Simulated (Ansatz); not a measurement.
Mulliken charges of `C[SiH](O)S` from B3LYP/def2-TZVPP in Ansatz (PBE0-D4/def2-TZVP geometry).

```json
{"atom": "C1", "x (Å)": "-0.953", "y (Å)": "0.913", "z (Å)": "-0.368", "charge (e)": "-0.373"}
{"atom": "Si2", "x (Å)": "-0.032", "y (Å)": "-0.579", "z (Å)": "0.227", "charge (e)": "0.565"}
{"atom": "O3", "x (Å)": "0.661", "y (Å)": "-0.139", "z (Å)": "1.653", "charge (e)": "-0.393"}
{"atom": "S4", "x (Å)": "1.417", "y (Å)": "-1.286", "z (Å)": "-1.183", "charge (e)": "-0.299"}
{"atom": "H5", "x (Å)": "-1.482", "y (Å)": "0.692", "z (Å)": "-1.298", "charge (e)": "0.108"}
{"atom": "H6", "x (Å)": "-1.682", "y (Å)": "1.230", "z (Å)": "0.382", "charge (e)": "0.109"}
{"atom": "H7", "x (Å)": "-0.267", "y (Å)": "1.744", "z (Å)": "-0.549", "charge (e)": "0.099"}
{"atom": "H8", "x (Å)": "-0.915", "y (Å)": "-1.765", "z (Å)": "0.387", "charge (e)": "-0.105"}
{"atom": "H9", "x (Å)": "1.285", "y (Å)": "-0.756", "z (Å)": "2.039", "charge (e)": "0.185"}
{"atom": "H10", "x (Å)": "2.051", "y (Å)": "-0.105", "z (Å)": "-1.288", "charge (e)": "0.104"}
```

Question: By hand: the dipole of these point charges (1 e Å = 4.8032 D).

Answer: Σ q r = (-0.169, 0.187, 0.019) e Å, of length 0.253 e Å = 1.22 D.

Question: How does the dipole of the full density compare? (Estimate.)

Answer: Ansatz gave: (0.013, 0.108, 0.075) e Å, 0.63 D; the point charges give 1.94 times that, at 54° from its direction.

Point charges leave out the atoms' own dipoles, such as those of lone pairs, and Mulliken's split depends on the basis, so the two needn't agree.

B3LYP here is the variant with VWN-RPA as its local correlation; programs differ in this.
